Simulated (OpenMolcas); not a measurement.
**Tc: effect of the active space**

```json
{
 "Program": "OpenMolcas 26.06",
 "Method": "CASSCF",
 "Basis": "ANO-R2",
 "Scalar Hamiltonian": "X2C, finite nucleus",
 "Spin-orbit coupling": "state interaction with AMFI integrals over the reference wave functions, term energies averaged over their components"
}
```

A. 5 electrons in 5 orbitals (4d); 2S+1 = 6 even, 1 root; 2S+1 = 4 even, 24 roots; 2S+1 = 2 even, 75 roots (58 in the spin-orbit step); cost of the order of 30 core-seconds
B. 7 electrons in 6 orbitals (4d 5s); 2S+1 = 6 even, 6 roots; 2S+1 = 4 even, 64 roots kept (CI in the orbitals of an earlier block); 2S+1 = 2 even, 83 roots kept (CI in the orbitals of an earlier block); cost roughly 90 core-seconds

Energies in cm-1 above 4d5 5s2 6S 5/2.

| Level | A | B |
| --- | --- | --- |
| 4d5 5s2 6S 5/2 [74 %] | 0.0 | 0.0 |
| 4d5 5s2 4G 5/2 [57 %] | 23260 | 24864 |
| 4d5 5s2 4G 7/2 | 23379 | 24583 |
| 4d5 5s2 4G 11/2 | 23406 | 24378 |
| 4d5 5s2 4G 9/2 | 23449 | 24350 |
| 4d5 5s2 4P 5/2 [52 %] | 26421 | 25300 |
| 4d5 5s2 4P 3/2 [60 %] | 26691 | 26576 |
| 4d5 5s2 4P 1/2 | 27049 | 26564 |

B puts 4d6 5s 6D 9/2 lowest.

The spin-orbit steps hold different terms of 4d5 5s2 (B lacks among others 2D, 2F, 2G, 2H, 2S), which shifts levels as well.

Between A and B the level of the table that moves most is 4d5 5s2 4G 5/2 [57 %], by 1600 cm-1 (lowest in A, highest in B).

Without dynamic correlation excited terms often stand tens of per cent too high (terms of higher spin than the ground term too low), and those without a measured partner can miss by more than the paired ones. Some high roots are left out of the spin-orbit mixing, which shifts the levels that they would mix with (holds for A). With the s shell closed, the reference lacks s² → p², s² → d² and s → d mixing, so excited terms can stand far too high and out of order, with CASPT2 too (holds for A). Terms from blocks run as CI alone lack orbitals of their own (holds for B). The lowest computed level is not the ground level that NIST lists (6S5/2) (holds for B). Configurations are named by rounded mean occupations; where the s occupation lies near a half they are strongly mixed, a name can repeat and a true partner stay unpaired (holds for B). Levels of configurations outside the active space are missing. Levels that lie high or do not pair safely by name in every column are left out.

A share in square brackets marks a mixed level and gives the weight of the term that names it, the lowest over the columns.
